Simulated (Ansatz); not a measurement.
Input file for Ansatz (a first-principles code): U-CCSD(T)/def2-SVP on GaCl, a point of a bond scan (R = 2.239 Å). The run froze 19 orbitals, filled d shells among them.

Ansatz 0.2 input:
```yaml
crystal:
  periodic: [false, false, false]
  atoms:
    - {symbol: Ga, position_ang: [-0.00000000, -0.00000000, -0.79296210]}
    - {symbol: Cl, position_ang: [0.00000000, 0.00000000, 1.44598970]}
basis:
  gaussian:
    orbitals: def2-SVP
correlation: {method: ccsd_t, electrons: outside_noble_gas}
scf: {omitted_lower_state_checks: [cluster_reference]}
magnetization: {spin_polarized: true, initial_magnetization: 0}
```

**Question.** Predict the final total energy.

**Answer.** -2382.6284 hartree (reference determinant -2382.4259, T1 diagnostic 0.014).
